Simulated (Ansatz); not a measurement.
Consider the formal exchange of groups at a Ge–Cl bond: `[F][Ge]([F])([F])[Cl]` + `CCCCCC(C)(C)C` → `C[C](C)(C)[Ge]([F])([F])[F]` + `CCCCCCl`.

Calculated with Ansatz (gas phase, PBE0-D4/def2-TZVP geometries, no zero-point term in ΔE). CCSD(T)/CBS adds triple-zeta CCSD(T) − MP2 to the extrapolated MP2 energy (def2 sets, frozen cores). Functionals use def2-TZVPP. For Ge outer-core shells are correlated without core-valence functions, which leaves a few kJ/mol of doubt a bond. Scalar relativity is left out up to krypton. One conformer a species, not always the lowest.

Problem. Is it downhill or uphill in electronic energy at CCSD(T)/CBS, and by how much? (An estimate is asked.)

Solution. Ansatz gave: Uphill: ΔE = +0.63 eV.

Problem. What do these levels give: ωB97X-V, PBE, MP2/def2-TZVPP, CCSD(T)/def2-TZVPP, MP2/def2-QZVPP, SCS-MP2/def2-QZVPP? (Best estimate.)

Solution. Computed: ωB97X-V 0.68, PBE 0.52, MP2/def2-TZVPP 0.75, CCSD(T)/def2-TZVPP 0.72, MP2/def2-QZVPP 0.70, SCS-MP2/def2-QZVPP 0.68 eV.

Largest T1 diagnostic among the species: 0.012.

The D4 term adds +0.06 eV with B3LYP and +0.04 eV with PBE0; it sums over pairs of atoms, weighted by their polarisabilities, and B3LYP, whose exchange is more repulsive, gets the larger term. From PBE to PBE0 (25 % exact exchange), in def2-TZVPP and without D4, ΔE moves by +0.09 eV.

B3LYP here is the variant with VWN-RPA as its local correlation; programs differ in this.
